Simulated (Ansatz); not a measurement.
`[NH2][V](=[O])([F])[Cl]` and `[NH2][V](=[O])([OH])[Cl]` differ in one atom or group.

Ansatz, PBE0-D4/def2-TZVP geometries, multiplicity 1. Each molecule was computed in one conformer, which needn't be the lowest.

Scalar relativity is left out up to krypton.

| property | `[NH2][V](=[O])([F])[Cl]` |
| --- | --- |
| LUMO energy (PBE0/def2-TZVPP) / eV | -3.24 |
| HOMO–LUMO gap (B3LYP/def2-TZVPP) / eV | 5.12 |
| LUMO energy (B3LYP/def2-TZVPP) / eV | -3.51 |
| HOMO energy (B3LYP/def2-TZVPP) / eV | -8.63 |
| HOMO–LUMO gap (ωB97M-V/def2-TZVPP) / eV | 10.13 |
| LUMO energy (PBE/def2-TZVPP) / eV | -4.12 |

Q: What does the change do to each property? (Best estimate.)

A: Computed: 
```json
{"property": "LUMO energy (PBE0/def2-TZVPP) / eV", "`[NH2][V](=[O])([OH])[Cl]`": "-2.81", "shift": "0.43"}
{"property": "HOMO–LUMO gap (B3LYP/def2-TZVPP) / eV", "`[NH2][V](=[O])([OH])[Cl]`": "5.10", "shift": "-0.02"}
{"property": "LUMO energy (B3LYP/def2-TZVPP) / eV", "`[NH2][V](=[O])([OH])[Cl]`": "-3.08", "shift": "0.43"}
{"property": "HOMO energy (B3LYP/def2-TZVPP) / eV", "`[NH2][V](=[O])([OH])[Cl]`": "-8.18", "shift": "0.45"}
{"property": "HOMO–LUMO gap (ωB97M-V/def2-TZVPP) / eV", "`[NH2][V](=[O])([OH])[Cl]`": "10.05", "shift": "-0.08"}
{"property": "LUMO energy (PBE/def2-TZVPP) / eV", "`[NH2][V](=[O])([OH])[Cl]`": "-3.67", "shift": "0.45"}
```

The zero-point energy changes by 28.4 kJ/mol with +3 modes.

B3LYP here is the variant with VWN-RPA as its local correlation; programs differ in this.
